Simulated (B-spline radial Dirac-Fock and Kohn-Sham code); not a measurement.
ΔSCF core binding energies without Breit or QED terms, calculated with a radial finite-basis atomic code.

A sound run for the free hafnium atom, configuration 1s2 2s2 2p6 3s2 3p6 3d10 4s2 4p6 4d10 4f14 5s2 5p6 5d2 6s2: The ground state converged in 12 iterations, with total energy -15088.73592 Ha, virial ratio 1.89451 and highest orbital energy -6.41 eV. ΔSCF binding energies: K (1s) 65665.2 eV, L3 (2p3/2) 9591.6 eV, M5 (3d5/2) 1670.1 eV.

A second run, with one unsound setting: The ground state converged in 11 iterations, with total energy -15086.71228 Ha, virial ratio 1.89450 and highest orbital energy -6.47 eV. ΔSCF binding energies: K (1s) 65663.7 eV, L3 (2p3/2) 9592.6 eV, M5 (3d5/2) 1671.2 eV.

```
iter   energy (Ha)        error
   1   -15085.44799360  2.17e+00
   2   -15085.40674040  2.74e-01
   3   -15086.61850084  9.75e-02
   4   -15086.70866666  1.42e-02
   5   -15086.70680220  2.18e-02
   6   -15086.71219736  2.34e-03
   7   -15086.71227483  1.23e-04
   8   -15086.71227594  1.26e-04
   9   -15086.71227624  1.20e-05
  11   -15086.71227625  7.78e-07
```

**Question.** Which fault fits the second run best?
A. speed of light below Z
B. too few iterations
C. spline order too low
D. overfilled shell

**Answer.** C. The input had order = 3: order is too low for an accurate radial basis.
